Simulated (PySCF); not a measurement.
Si(H)3(SMe) (CH6SSi), SMILES CS[SiH3].

The structure is a stationary point at B3LYP-D3(BJ)/def2-SVP.

Method: B3LYP-D3(BJ)/def2-SVP run with PySCF.

Frequencies are harmonic and unscaled.

```csv
mode,ν (cm⁻¹),IR (km/mol),Raman (Å⁴/amu),depolarisation,moving atoms (share of kinetic energy)
1,122,0.5,0.5,0.75,H 89 %
2,136,0.0,0.1,0.75,H 97 %
3,182,0.7,2.2,0.45,"C 35 %, H 30 %, Si 18 %, S 17 %"
4,504,27.7,12.4,0.24,"Si 45 %, S 43 %, H 10 %"
5,625,22.1,15.9,0.75,"H 89 %, Si 8 %"
6,634,22.3,11.3,0.70,"H 81 %, Si 12 %"
7,700,8.8,11.2,0.26,"C 57 %, S 33 %, H 10 %"
8,925,256.8,12.6,0.68,H 92 %
9,926,49.1,25.2,0.75,H 97 %
10,962,5.4,3.3,0.75,"H 84 %, C 14 %"
11,971,78.0,13.3,0.75,H 91 %
12,984,30.1,17.4,0.71,"H 86 %, C 11 %"
13,1337,7.0,3.2,0.64,"H 87 %, C 13 %"
14,1452,8.2,18.7,0.75,H 96 %
15,1457,7.9,12.3,0.74,H 95 %
16,2205,128.1,88.4,0.75,H 96 %
17,2207,84.8,210.8,0.05,H 98 %
18,2245,94.7,144.4,0.36,H 96 %
19,3040,21.3,133.8,0.01,H 98 %
20,3140,6.9,56.1,0.75,"H 90 %, C 10 %"
21,3153,2.3,102.9,0.66,"H 90 %, C 10 %"
```
